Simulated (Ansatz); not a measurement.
Reactions of C2H6ClGa (`C[CH2][GaH][Cl]`).

Gas-phase electronic energies from Ansatz, PBE0-D4/def2-TZVP geometries. CCSD(T)/CBS is the MP2 limit (def2-TZVPP, def2-QZVPP) plus CCSD(T) − MP2 in def2-TZVPP, frozen cores. This one scheme is used for every species, atoms too. Functionals use def2-TZVPP. B3LYP here is the variant with VWN-RPA as its local correlation; programs differ in this. No spin–orbit coupling; open shells (•) take unrestricted orbitals. For Ga outer-core shells are correlated without core-valence functions, so the limit isn't a true one: a few kJ/mol of doubt a bond, and 10 to 20 or more in all where bonds break to atoms. Scalar relativity is left out up to krypton. One conformer a species, not always the lowest.

| reaction | PBE0-D4 (eV) | B2PLYP (eV) | B3LYP-D4 (eV) |
| --- | --- | --- | --- |
| `C[CH2][GaH][Cl]` + `BNC=C` → `BN(C)C=C` + `[CH3][GaH][Cl]` | 0.09 | 0.09 | 0.09 |
| `C[CH2][GaH][Cl]` + H• → `C[CH2][Ga][Cl]`• + H₂ | -1.15 | -1.24 | -1.36 |
| `C[CH2][GaH][Cl]` → `[CH2]` (triplet) + `[CH3][GaH][Cl]` | 4.34 | 4.26 | 4.29 |
| `C[CH2][GaH][Cl]` → `[Cl][GaH2]` + ethylene | 1.56 | 1.30 | 1.33 |

Task: Give the CCSD(T)/CBS values in the same order. (Best estimate.)

Result: Computed: 0.08, -1.13, 4.38, 1.43 eV.

Largest T1 diagnostic: 0.013, for `BNC=C`.
